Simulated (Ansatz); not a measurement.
Geometry optimisation, RKS PBE0/def2-SVP in Ansatz.

Input:

```yaml
crystal:
  periodic: [false, false, false]
  atoms:
    - { symbol: Ge, position_ang: [0.0, 0.0, 0.0] }
    - { symbol: Ge, position_ang: [0.0, 0.0, 2.75] }
    - { symbol: H, position_ang: [-1.3958, -0.4318, 3.2674] }
    - { symbol: H, position_ang: [1.0719, -0.9929, 3.2674] }
    - { symbol: H, position_ang: [0.324, 1.4247, 3.2674] }
    - { symbol: Cl, position_ang: [2.0935, 0.0, -0.7393] }
    - { symbol: H, position_ang: [-0.73, 1.2648, -0.5162] }
    - { symbol: Cl, position_ang: [-1.0456, -1.8115, -0.7393] }
    - { symbol: H, position_ang: [0.6884, -1.615, 0.5833] }
    - { symbol: H, position_ang: [0.6076, -1.4255, 1.5485] }
basis:
  gaussian: { orbitals: def2-SVP }
hamiltonian:
  xc: pbe0
relax:
  f_tol: 0.15
  max_steps: 25
  restrain:
    - { distance: [0, 8], at: 1.55, k: 30.0 }
    - { distance: [9, 1], at: 1.55, k: 30.0 }
    - { distance: [0, 1], at: 3.6, k: 30.0 }
    - { distance: [9, 8], at: 1.86, k: 30.0 }
```

Launched with:

```bash
$ ansatz run input.yaml --threads 4 --pin off --max-ram 5120MiB --backend cpu --events-out ev --progress --plain --runs-dir out
```

Q: Where does it end, and by what steps?

A: It converged. The restraints hold the end off the free minimum; the threshold counts their pulls, which the force column leaves out. Restrained pairs: Ge1–H9 (1.85 → 1.54 Å), Ge2–H10 (1.96 → 1.55 Å), Ge1–Ge2 (2.75 → 3.61 Å), H9–H10 (0.99 → 1.87 Å). After 12 steps the energy has fallen by 2.661 eV (the restraints' own energy left out); H4 moved furthest, 1.38 Å.

| step | energy less start (eV) | largest force component (eV/Å) | accepted |
| --- | --- | --- | --- |
| 0 | 0.0000 | 4.296 | yes |
| 1 | 2.3428 | 4.449 | yes |
| 2 | 3.0561 | 3.281 | yes |
| 3 | 1.7255 | 2.611 | yes |
| 4 | 0.2455 | 1.784 | yes |
| 5 | -0.7841 | 1.300 | yes |
| 6 | -1.6193 | 0.854 | yes |
| 7 | -2.0757 | 0.947 | yes |
| 8 | -2.3139 | 1.208 | yes |
| 9 | -2.4520 | 1.128 | yes |
| 10 | -2.5438 | 0.865 | yes |
| 11 | -2.6089 | 0.568 | yes |
| 12 | -2.6609 | 0.438 | yes |

```xyz
10
Properties=species:S:1:pos:R:3
Ge 0.105 -0.556 -0.438
Ge 0.202 -0.172 3.154
H -1.309 -0.451 3.084
H 0.748 -0.572 4.538
H 0.459 1.321 2.897
Cl 1.751 0.380 -1.465
H -0.601 0.519 0.388
Cl -1.303 -1.280 -1.901
H 0.655 -1.753 0.363
H 0.906 -1.023 2.070
```

Run time: 36 s on 4 threads of Arm Neoverse V2, with other jobs on the host, peak memory 0.39 GiB.
